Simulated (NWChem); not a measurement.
System: MgNH2Br; SMILES [NH2][Mg][Br]

NWChem input:

```
start job
memory heap 200 mb stack 900 mb global 1100 mb
geometry units angstroms noautosym nocenter noautoz
  Mg     0.052042    -0.984520    -0.002321
  Br    -0.264190     1.348513     0.011041
  N      0.310057    -2.849889    -0.012981
  H      0.439497    -3.430725    -0.834096
  H      0.328196    -3.454062     0.801294
end
basis spherical
  Mg library pcsseg-1
  Br library pcsseg-1
  N library pcsseg-1
  H library pcsseg-1
end
dft
  xc slater vwn_5
  iterations 150
end
property
  shielding 4 1 2 3 4
end
task dft property
```

Coordinates come from a B3LYP/6-31G* (spherical d) optimisation.

GIAO values for the isolated, static molecule; σ is the absolute isotropic shielding, δ = σ(reference) − σ with the isolated reference molecule computed at the same levels (1H: tetramethylsilane, 15N: ammonia). Spin-orbit effects, on the heavy nuclei and on their neighbours, are missing.

Atoms are numbered as in the input.

Q: What results follow from this input? (LDA (Slater exchange, VWN5)/pcSseg-1, GIAO.) Quantities: σ Mg1 (ppm); σ Br2 (ppm); δ N3 (ppm); δ H4 (ppm).

A: 
- σ Mg1 (ppm): 445.8
- σ Br2 (ppm): 2978.9
- δ N3 (ppm): -24.4
- δ H4 (ppm): -1.09
